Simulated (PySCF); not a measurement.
# What a mistake does to a calculation on AlBH5OSi

Calculated results; nothing here was measured. The program is PySCF 2.14.0, an open-source quantum chemistry code, run on an isolated molecule that a program drew, which may never have been made. The molecule is AlBH5OSi (charge 0, doublet), drawn as the SMILES string `[AlH][O]B[SiH3]`.

Each row is a Hartree-Fock (HF) and frozen-core CCSD(T) single point in the cc-pV(D+d)Z basis, meant for a local HF minimum. Run 1 is clean. Each other run has one planted mistake out of seven kinds, and not every kind appears here: one electron removed, one electron added, multiplicity raised by two, geometry at a saddle point, minimal basis STO-3G, one bond length entered in bohr, all coordinates scaled. The reference is restricted for singlets and unrestricted otherwise, and also for a bond in bohr. Adding or removing an electron swaps singlet and doublet. Electrons count all cores. HOMO and LUMO are orbital energies over both spins, the gradient is its largest component, and the lowest frequency (negative if imaginary) is given only where the gradient is small. Bond lengths are over the 8 bonds as drawn. T1 is the CCSD diagnostic: over 0.02 (restricted) or 0.045 (unrestricted) a single reference is doubtful.

Geometry of the clean run:
```xyz
9
AlBH5OSi, angstrom
Al   -1.2138    2.3838   -0.6449
O     0.2899    1.6335   -0.8868
B     1.4862    1.0451   -1.0173
Si    2.9274    1.8157   -2.2689
H    -2.3724    1.9631   -1.6491
H     1.7110    0.0370   -0.3849
H     4.1864    2.0862   -1.5234
H     2.4948    3.0858   -2.9122
H     3.2550    0.8450   -3.3482
```

| run | electrons | basis functions | <S^2> | HOMO (eV) | LUMO (eV) | gradient (hartree/bohr) | lowest frequency (cm^-1) | mean bond (Å) | longest bond (Å) | T1 | HF (hartree) | CCSD(T) (hartree) | mistake |
|---|---|---|---|---|---|---|---|---|---|---|---|---|---|
| 1 | 45 | 99 | 0.756 | -8.70 | 0.89 | 2.5e-05 | 48 | 1.5451 | 2.059 | 0.0182 | -633.36273 | -633.83721 | no fault |
| 2 | 46 | 99 | 0.000 | -0.57 | 6.45 | 5.8e-02 | - | 1.5451 | 2.059 | 0.0227 | -633.35478 | -633.86735 | one electron added |
| 3 | 44 | 99 | 0.000 | -14.06 | -7.39 | 7.3e-02 | - | 1.5451 | 2.059 | 0.0215 | -633.06657 | -633.54008 | one electron removed |
| 4 | 45 | 99 | 1.581 | -8.70 | 0.86 | 9.3e-03 | - | 1.7106 | 2.812 | 0.0455 | -633.25491 | -633.71896 | one bond length entered in bohr |
| 5 | 45 | 33 | 0.759 | -5.46 | 6.63 | 4.0e-02 | - | 1.5451 | 2.059 | 0.0222 | -625.76624 | -625.96443 | ? |
| 6 | 45 | 99 | 0.763 | -9.03 | 0.51 | 4.3e-02 | - | 1.6749 | 2.231 | 0.0212 | -633.31554 | -633.80099 | ? |

**Which mistake was planted in run 5, and what did it cost?**

It has 33 basis functions where the clean run has 99, with the same electrons and geometry. So the mistake is: minimal basis STO-3G. Subtracting run 1 and multiplying by 627.51 kcal/mol a hartree, the energy moved by 4766.9 kcal/mol in HF and 4940.2 kcal/mol in CCSD(T).

**Which mistake was planted in run 6, and what did it cost?**

The mean and the longest bond both change by the same factor, 1.084, and the gradient is no longer small. So the mistake is: all coordinates scaled. Subtracting run 1 and multiplying by 627.51 kcal/mol a hartree, the energy moved by 29.6 kcal/mol in HF and 22.7 kcal/mol in CCSD(T).

Cautions from the logs. Run 2: T1 is over the limit, so its CCSD(T) energy is less reliable; run 3: T1 is over the limit, so its CCSD(T) energy is less reliable; run 4: T1 is over the limit, so its CCSD(T) energy is less reliable.
